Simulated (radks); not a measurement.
Question: Spherical quantum dot in the effective-mass picture: electrons in a parabolic well V = omega^2 r^2 / 2 with omega = 4.82, with a point charge +1 (a donor) at the centre, all in effective atomic units (hartree* = m*/eps^2 hartree, bohr* = eps/m* bohr), one dielectric constant everywhere. Method: non-relativistic Kohn-Sham, r2SCAN, spin-polarised, spherical densities, generalised Kohn-Sham scheme; computed with a radial shooting solver with Libxc functionals. Levels are named by radial order and angular momentum (1s, 1p, 1d, 2s, ...), and open shells are averaged over m. At N = 27 the configuration is 1s2 1p6 1d10 2s2 1f(up 7, down 0). Does electron 28 go into 1f down or 2p down or 2p up?

Answer: Into 1f down. The total energies of the other choices lie higher by 0.0600 hartree* (2p up), 0.264 hartree* (2p down).
